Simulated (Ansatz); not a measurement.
Start from `O[Si](F)(Br)Br` and change one atom or group to get `F[Si](Cl)(Br)Br`.

Ansatz, PBE0-D4/def2-TZVP geometries, multiplicity 1. Each molecule was computed in one conformer, which needn't be the lowest.

Scalar relativity is left out up to krypton.

| property | `O[Si](F)(Br)Br` |
| --- | --- |
| LUMO energy (ωB97M-V/def2-TZVPP) / eV | 1.50 |
| LUMO energy (PBE0/def2-TZVPP) / eV | -0.39 |
| HOMO–LUMO gap (PBE/def2-TZVPP) / eV | 6.13 |
| LUMO energy (PBE/def2-TZVPP) / eV | -1.35 |
| HOMO energy (PBE0/def2-TZVPP) / eV | -8.79 |
| HOMO–LUMO gap (PBE0/def2-TZVPP) / eV | 8.40 |

What does the change do to each property? (Estimate.)

Ansatz gave: 
```json
{"property": "LUMO energy (ωB97M-V/def2-TZVPP) / eV", "`F[Si](Cl)(Br)Br`": "1.04", "shift": "-0.46"}
{"property": "LUMO energy (PBE0/def2-TZVPP) / eV", "`F[Si](Cl)(Br)Br`": "-0.97", "shift": "-0.58"}
{"property": "HOMO–LUMO gap (PBE/def2-TZVPP) / eV", "`F[Si](Cl)(Br)Br`": "5.70", "shift": "-0.43"}
{"property": "LUMO energy (PBE/def2-TZVPP) / eV", "`F[Si](Cl)(Br)Br`": "-1.90", "shift": "-0.55"}
{"property": "HOMO energy (PBE0/def2-TZVPP) / eV", "`F[Si](Cl)(Br)Br`": "-8.92", "shift": "-0.13"}
{"property": "HOMO–LUMO gap (PBE0/def2-TZVPP) / eV", "`F[Si](Cl)(Br)Br`": "7.95", "shift": "-0.45"}
```

With PBE0 the HOMO falls by 0.13 eV and the LUMO falls by 0.58 eV, so the gap narrows by about 0.45 eV. PBE moves the HOMO by -0.13 eV and ωB97M-V by -0.12 eV. The zero-point energy changes by -32.4 kJ/mol with -3 modes.

Spin–orbit coupling is left out; it splits and shifts lone-pair levels of the heavy atoms by tenths of an eV.
